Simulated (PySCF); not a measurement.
Vertical excitations of a molecule C₄H₆OSi from TDDFT-B3LYP/def2-SVPD run with PySCF, as energy in eV (oscillator strength): 5.78 (0.318), 6.05 (0.000), 6.46 (0.004), 6.54 (0.002), 6.70 (0.000), 6.78 (0.014), 7.19 (0.006), 7.43 (0.007), 7.44 (0.007), 7.70 (0.002). Lowest triplet (TDA): 3.87 eV. Coordinates come from a ωB97X-D3(BJ)/def2-SVP optimisation. The values are those of a single conformer.

Question: Pick the molecule that these values belong to.
A) C=C1[SiH2]CC1=O
B) C=C=C1CO[SiH2]1
C) [SiH3]c1ccco1
D) C=CC1=CO[SiH2]1

Answer: C, [SiH3]c1ccco1
